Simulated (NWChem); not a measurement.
System: C$_{2}$H$_{7}$B; SMILES CBC

```xyz
10

B      0.0000     0.0000    -0.5412
H      0.0000     0.0000    -1.7588
C     -1.3798     0.0084     0.1933
H     -2.1467     0.6141    -0.3139
H     -1.3427     0.2638     1.2630
H     -1.7453    -1.0371     0.1236
C      1.3798    -0.0084     0.1933
H      1.7453     1.0371     0.1236
H      2.1467    -0.6141    -0.3139
H      1.3427    -0.2638     1.2630
```
Atoms are numbered in this order, from 1.

Structure relaxed at the PBE0/def2-SVP level. B3LYP is NWChem's, with the RPA form of VWN correlation.

Symmetry labels are those of C2 in the frame above (b1 and b2, or b-type labels, depend on it).

List the 4 lowest vertical singlet excitations from B3LYP/def2-SVPD, TDA (NWChem).


| state | energy (eV) | oscillator strength | symmetry | leading excitation (squared amplitude) |
|---|---|---|---|---|
| S1 | 6.10 | 0.002 | b | HOMO → LUMO (0.99) |
| S2 | 6.41 | 0.001 | a | HOMO−1 → LUMO (0.99) |
| S3 | 7.93 | 0.000 | a | HOMO → LUMO+1 (0.99) |
| S4 | 8.15 | 0.063 | b | HOMO−1 → LUMO+1 (0.99) |
